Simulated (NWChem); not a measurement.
C₃H₈BN; SMILES NB1CCC1

```xyz
13

N      0.0057     1.9960     0.0000
B     -0.0054     0.5987     0.0000
C     -0.0081    -0.5069     1.1546
C      0.0132    -1.5657     0.0000
C     -0.0081    -0.5069    -1.1546
H      0.0105     2.5541    -0.8547
H      0.0105     2.5541     0.8547
H      0.8738    -0.5308     1.8292
H     -0.9116    -0.5442     1.7996
H      0.9225    -2.2012     0.0000
H     -0.8634    -2.2456     0.0000
H     -0.9116    -0.5442    -1.7996
H      0.8738    -0.5308    -1.8292
```
Atoms are numbered in this order, from 1.

Program: NWChem. Medium grid unless said otherwise, to which SCAN and Minnesota functionals are sensitive. The geometry was optimised at PBE-D3(BJ)/def2-SVP. No frequency run checked for a minimum. Hybrids' shares of exact exchange are those that their runs print; pure functionals count as 0. The functionals differ in more than this share.

```
row                                   share of exact exchange  highest occupied level (eV)
------------------------------------  -----------------------  ---------------------------
PBE/def2-SVP                                             0.00                        -6.17
LDA (Slater exchange, PW92)/def2-SVP                     0.00                        -6.23
B3LYP/def2-SVP                                           0.20                        -7.35
r2SCAN0/def2-SVP                                         0.25                        -7.77
PW6B95/def2-SVP                                          0.28                        -7.66
MPW1K/def2-SVP                                           0.43                        -8.63
BHandHLYP/def2-SVP                                       0.50                        -8.91
M06-2X/def2-SVP                                          0.54                     withheld
```

### Question
Fit a straight line of the last column on the one before it, predict the withheld value, and compare with the run.

### Answer

1. Means of the 7 shown rows: x = 0.237, y = -7.531. Slope Σ(x − x̄)(y − ȳ)/Σ(x − x̄)² = -1.221/0.2221 = -5.497; intercept -6.228.
2. The shown rows scatter about the line by 0.084 (root mean square); the largest residual is -0.17, at r2SCAN0/def2-SVP.
3. At x = 0.54 (M06-2X/def2-SVP; beyond the shown range) the line gives -9.20.
4. The run gives -8.82, +0.38 from the line, 4.5 times the scatter.
